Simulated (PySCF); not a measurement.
C₃H₅BO₂, SMILES C=C1OCB1O. The structure is a stationary point at PBE0-D3(BJ)/def2-SVP. This is a generated structure with no PubChem entry under its InChIKey; it may be hypothetical. Other conformers were not sampled.

Computed with PySCF with PBE0-D3(BJ)/def2-SVP.

Harmonic wavenumbers (cm⁻¹): 140, 243, 254, 439, 484, 607, 610, 728, 748, 865, 870, 871, 917, 1034, 1107, 1166, 1233, 1276, 1384, 1446, 1547, 1758, 3059, 3117, 3179, 3292, 3903. Rotational constants (GHz): 5.454, 3.570, 2.188; symmetry number 1.

Question: Work out the zero-point energy and the ideal-gas rigid-rotor harmonic-oscillator thermochemistry at 298.15 K and 1 atm.

Answer: ZPE = ½ Σ hcν = ½ × 36275 cm⁻¹ = 216.97 kJ/mol. H − E(el) = 234.79 kJ/mol. Entropy in J/(mol K): translation 163.99, rotation 110.56, vibration 42.36, total 316.92. G − E(el) = 140.30 kJ/mol. Cp = 97.08 J/(mol K). Modes under 150 cm⁻¹ make the vibrational entropy uncertain.
